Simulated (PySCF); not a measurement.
## B²⁺: excitation energy

B²⁺ [He] 2s1 (2S) → B²⁺ [He] 2p1 (2P), as a difference of total energies. Calculation: PySCF 2.14, in aug-cc-pCVTZ-DK; scalar relativity by spin-free X2C-1e. Correlated levels: valence and next inner shell: nothing frozen. The calculations carry no spin-orbit coupling.

| method | excitation energy (cm⁻¹) |
| --- | --- |
| UHF | 49029 |
| MP2 (valence and next inner shell) | 48891 |
| SCS-MP2 (valence and next inner shell) | 49026 |
| CCSD (valence and next inner shell) | 48874 |
| CCSD(T) (valence and next inner shell) | 48873 |
